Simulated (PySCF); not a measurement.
H3Sn, charge -1. Atoms are numbered in the order given.

```xyz
4

Sn     0.0000     0.0000    -0.0565
H      1.3072     0.7547     0.9412
H     -1.3072     0.7547     0.9412
H      0.0000    -1.5094     0.9412
```
Charge -1, spin multiplicity 1.

Geometry optimised at B3LYP-D3(BJ)/def2-TZVPD. The def2 effective core potentials stand for the cores of Sn; spin–orbit coupling is left out.

Level of theory: M06-2X/def2-TZVPD run with PySCF.

Mulliken values depend strongly on the basis, most of all with diffuse functions as here. ESP charges are fitted to the potential on shells at 1.4 to 2.0 van der Waals radii. Atomic charges (e):

| atom | ESP fit | Mulliken |
|---|---|---|
| Sn1 | -0.62 | -0.74 |
| H2 | -0.12 | -0.09 |
| H3 | -0.12 | -0.09 |
| H4 | -0.13 | -0.09 |
